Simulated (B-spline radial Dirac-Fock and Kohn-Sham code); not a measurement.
X-ray scattering factor of Cd⁴¹⁺

System: Cd⁴¹⁺, configuration [He] 2s2 2p3.

Model: Dirac-Fock densities. Program: a radial B-spline solver. f₀ is the Fourier transform of the spherical electron density, S the Waller-Hartree incoherent function, and s = sin θ/λ.

```
s (Å⁻¹)     f₀      S
      0  7.000  0.000
   0.05  6.998  0.002
   0.06  6.998  0.003
   0.07  6.997  0.004
   0.09  6.995  0.007
   0.11  6.993  0.010
   0.14  6.988  0.016
   0.17  6.982  0.024
   0.22  6.971  0.040
   0.27  6.956  0.060
   0.34  6.930  0.095
   0.42  6.894  0.144
   0.52  6.838  0.219
   0.65  6.749  0.337
   0.82  6.607  0.525
   1.02  6.405  0.786
   1.27  6.108  1.161
   1.59  5.676  1.688
   1.98  5.102  2.350
   2.48  4.357  3.144
   3.09  3.526  3.944
   3.86  2.695  4.658
   4.82  2.013  5.204
```

f₀ starts at the number of electrons, 7, and has fallen to half at s ≈ 3.11 Å⁻¹. The sum of ⟨r²⟩ over the electrons is 0.08280 bohr².

Values without a named source are computed, but for edge energies of neutral atoms, which are taken from tables.
